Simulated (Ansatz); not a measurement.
Calculated with Ansatz (gas phase, PBE0-D4/def2-TZVP geometries, no zero-point term in ΔE). CCSD(T)/CBS adds triple-zeta CCSD(T) − MP2 to the extrapolated MP2 energy (def2 sets, frozen cores). This one scheme is used for every species. DFT in def2-TZVPP.

Reaction (hydrogenolysis of the Si–C bond): `C[SiH]1[SiH2]S1` + H₂ → `[SiH2]1[SiH2]S1` + CH₄

Question: Is it downhill or uphill in electronic energy at CCSD(T)/CBS, and by how much? (An estimate is asked.)

Answer: The calculation gave: Downhill: ΔE = -20.4 kJ/mol.

Question: What do these levels give: r2SCAN-D4, B97M-V, ωB97X-V, ωB97M-V, B2PLYP, PBE, BLYP, PBE0, MP2/def2-SVP, HF/def2-QZVPP, SCS-MP2/def2-QZVPP, HF/CBS(def2)? (Best estimate.)

Answer: Ansatz gave: r2SCAN-D4 -19.0, B97M-V -25.5, ωB97X-V -23.0, ωB97M-V -20.7, B2PLYP -27.0, PBE -23.6, BLYP -32.0, PBE0 -25.7, MP2/def2-SVP -28.6, HF/def2-QZVPP -44.0, SCS-MP2/def2-QZVPP -21.5, HF/CBS(def2) -43.9 kJ/mol.

Question: What do rigid-rotor, harmonic-oscillator terms from PBE0-D4/def2-TZVP frequencies (298.15 K, 1 bar) make of the CCSD(T)/CBS value? (Estimate.)

Answer: Ansatz gave: ΔZPE = +15.0 kJ/mol, ΔH = -9.0 kJ/mol, ΔS = 11 J/(mol·K), ΔG = -12.1 kJ/mol.

Largest T1 diagnostic among the species: 0.014.

Leaving LDA and LC-ωPBE aside and taking each functional with its dispersion term where it has one, the values, not all of them listed here, spread over 13.1 kJ/mol, from B2PLYP to revPBE-D4. LDA lies +5.8 kJ/mol from PBE without D4. In def2-TZVPP, CCSD(T) changes the Hartree–Fock value by +21.3 kJ/mol (the triples alone add +4.3 kJ/mol) and MP2 by +27.8 kJ/mol.
